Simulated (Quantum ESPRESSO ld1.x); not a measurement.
Question: All-electron atom: Tb+ in [Xe] 4f9 6s1. Calculated with ld1.x of Quantum ESPRESSO 7.5: Dirac Kohn-Sham, PW91, spin-unpolarised, spherical densities, point nucleus; open shells fill j = l - 1/2 first. Some entries of the table are withheld. Estimate them.

orbital,occ.,eigenvalue (eV),<r^2> (bohr^2)
1s1/2,2,-51816.9,0.0006314
2s1/2,2,(1),0.009827
2p1/2,2,-8163.31,0.007123
2p3/2,4,-7416.44,0.008353
3s1/2,2,-1909.77,0.06537
3p1/2,2,-1724.27,0.06079
3p3/2,4,-1570.10,0.06781
3d3/2,4,-1250.63,(2)
3d5/2,6,-1216.99,(3)
4s1/2,2,-383.129,0.3312
4p1/2,2,(4),0.3480
4p3/2,4,(5),0.3868
4d3/2,4,-156.567,0.4434
4d5/2,6,-150.371,0.4589
5s1/2,2,-53.8358,1.985
5p1/2,2,-34.3499,2.559
5p3/2,4,-29.9667,2.927
4f5/2,6,(6),1.101
4f7/2,3,(7),1.162
6s1/2,1,-8.7545,15.96

Answer: 
(1) 2s1/2 eigenvalue (eV): -8590.08
(2) 3d3/2 <r^2> (bohr^2): 0.05394
(3) 3d5/2 <r^2> (bohr^2): 0.05589
(4) 4p1/2 eigenvalue (eV): -310.478
(5) 4p3/2 eigenvalue (eV): -276.152
(6) 4f5/2 eigenvalue (eV): -9.7430
(7) 4f7/2 eigenvalue (eV): -8.9598
